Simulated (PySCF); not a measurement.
EPR parameters of C6H9O

Compound: C₆H₉O (doublet state).
SMILES with atom numbers: `[CH3:1][O:2][C:3]12[CH2:4][C:5]([CH2:6]1)[CH2:7]2` (hydrogens: H8, H9, H10 on C1; H11, H12 on C4; H13, H14 on C6; H15, H16 on C7)

Geometry (GFN2-xTB, Å), atoms numbered from 1 in this order:
```
atom  x, y, z in Å
C1     2.0619    0.2572   -0.4437
O2     0.7546    0.3457   -0.9654
C3    -0.2467    0.0583   -0.0456
C4    -1.7356    0.0968   -0.4137
C5    -1.5763   -0.2932    1.0620
C6    -0.5466    0.8252    1.2628
C7    -0.4617   -1.2808    0.6960
H8     2.2135    0.9742    0.3702
H9     2.2758   -0.7536   -0.0809
H10    2.7291    0.4963   -1.2694
H11   -2.0879   -0.6673   -1.0978
H12   -2.1591    1.0712   -0.6306
H13    0.1568    0.7081    2.0813
H14   -0.8964    1.8474    1.1640
H15    0.2470   -1.5388    1.4768
H16   -0.7360   -2.1377    0.0900
```

The hyperfine couplings belong to this conformer and change with its torsions.

Computed with UKS B3LYP, pcH-1 on C H O, non-relativistic, mean-field spin-orbit, GIAO in PySCF. Geometry: GFN2-xTB, one conformer, isolated molecule. The geometry wasn't refined by DFT: couplings that depend on bond lengths, twists or pyramidal angles can differ widely from those at the functional's own minimum. Stability of the SCF solution: not tested.

```
g1, g2, g3                      : 2.00205, 2.00229, 2.00266
g_iso                           : 2.00233
Form of g                       : rhombic: the two nearest values differ by 40 % of g3 − g1
⟨S²⟩                            : 0.7526 (exact 0.7500)
α and β electrons               : 27, 26
HOMO–LUMO gap, α and β orbitals : 7.18, 4.99 eV
Basis functions                 : 265
```

Hyperfine couplings atom by atom, in MHz; T1 to T3 are the principal values of the dipolar part:

```json
{"atom": "C1", "isotope": "13C", "a_iso": "-2.0", "T1": "-1.0", "T2": "-0.7", "T3": "1.7", "Mulliken spin population": "0.01"}
{"atom": "O2", "isotope": "17O", "a_iso": "-54.6", "T1": "-22.2", "T2": "11.0", "T3": "11.2", "Mulliken spin population": "0.05"}
{"atom": "C3", "isotope": "13C", "a_iso": "161.3", "T1": "-0.7", "T2": "0.3", "T3": "0.3", "Mulliken spin population": "0.06"}
{"atom": "C4", "isotope": "13C", "a_iso": "11.7", "T1": "-7.5", "T2": "-4.8", "T3": "12.2", "Mulliken spin population": "0.02"}
{"atom": "C5", "isotope": "13C", "a_iso": "386.5", "T1": "-65.0", "T2": "-65.0", "T3": "129.9", "Mulliken spin population": "0.83"}
{"atom": "C6", "isotope": "13C", "a_iso": "11.3", "T1": "-7.2", "T2": "-4.6", "T3": "11.8", "Mulliken spin population": "0.02"}
{"atom": "C7", "isotope": "13C", "a_iso": "11.3", "T1": "-7.2", "T2": "-4.6", "T3": "11.8", "Mulliken spin population": "0.02"}
{"atom": "H8", "isotope": "1H", "a_iso": "-0.7", "T1": "-1.7", "T2": "-0.8", "T3": "2.5", "Mulliken spin population": "0.00"}
{"atom": "H9", "isotope": "1H", "a_iso": "-0.7", "T1": "-1.7", "T2": "-0.8", "T3": "2.6", "Mulliken spin population": "0.00"}
{"atom": "H10", "isotope": "1H", "a_iso": "2.6", "T1": "-1.4", "T2": "-0.5", "T3": "1.9", "Mulliken spin population": "0.00"}
{"atom": "H11", "isotope": "1H", "a_iso": "-0.5", "T1": "-5.8", "T2": "-3.5", "T3": "9.3", "Mulliken spin population": "0.00"}
{"atom": "H12", "isotope": "1H", "a_iso": "-0.5", "T1": "-5.8", "T2": "-3.5", "T3": "9.3", "Mulliken spin population": "0.00"}
{"atom": "H13", "isotope": "1H", "a_iso": "0.2", "T1": "-5.7", "T2": "-3.6", "T3": "9.3", "Mulliken spin population": "0.00"}
{"atom": "H14", "isotope": "1H", "a_iso": "-0.2", "T1": "-5.7", "T2": "-3.6", "T3": "9.3", "Mulliken spin population": "0.00"}
{"atom": "H15", "isotope": "1H", "a_iso": "0.2", "T1": "-5.7", "T2": "-3.6", "T3": "9.3", "Mulliken spin population": "0.00"}
{"atom": "H16", "isotope": "1H", "a_iso": "-0.2", "T1": "-5.7", "T2": "-3.6", "T3": "9.3", "Mulliken spin population": "0.00"}
```

Largest spin populations (Mulliken): C5 (+0.83) and C3 (+0.06). C5 is the only atom above +0.15. The angles at C5 add up to 271.9°, so it is pyramidal.

Axes: g2 points within 4° of the C4–C5 bond.

The 13C coupling of C5 (386.5 MHz) shows only in satellite lines or after enrichment, since that isotope makes up about 1.07 % of natural carbon.

The 17O coupling of O2 (-54.6 MHz) shows only in satellite lines or after enrichment, since that isotope makes up about 0.038 % of natural oxygen.

β density exceeds α density at some nuclei, such as C1 (-0.0018), spin density in bohr⁻³. In a single determinant that takes different orbitals for the two spins, that is spin polarisation.

Hardware: AMD EPYC 9R45, one thread, shared host with 96 logical CPUs at a one-minute load of 41. Cost: 30 s (grids of density and orbitals included), 0.96 GiB resident at most.
